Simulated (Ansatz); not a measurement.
`C1=N[SiH2]N1`, relaxed with RKS PBE0-D4/def2-TZVP in the Gaussian-basis code of Ansatz from a PBE-D4/def2-SVP geometry. The force threshold is 0.005 eV/Å; the program also tests the step.

Charge 0, multiplicity 1.

Start:

```xyz
8

C    -0.822    0.401    0.700
N    -1.389   -0.287   -0.264
Si    0.280   -0.530   -0.875
N     0.558    0.532    0.554
H    -1.359    0.863    1.561
H     0.855   -1.909   -0.742
H     0.665    0.066   -2.198
H     1.213    0.864    1.263
```

Q: By how much does the energy fall, and how many steps does the optimiser take? (An estimate is asked.)

A: Computed: 0.06 eV, in 11 steps, 1 of them rejected.

Q: Which bonds change most? (Best estimate.)

A: Computed: Si3–N4 from 1.802 to 1.768 Å; N2–Si3 from 1.794 to 1.761 Å; C1–H5 from 1.115 to 1.094 Å.

Q: Give the relaxed structure. (Best estimate.)

A: Computed: 
```xyz
8

C    -0.815    0.403    0.688
N    -1.364   -0.281   -0.264
Si    0.279   -0.504   -0.859
N     0.551    0.579    0.512
H    -1.341    0.833    1.546
H     0.853   -1.861   -0.696
H     0.643    0.048   -2.186
H     1.194    0.783    1.258
```
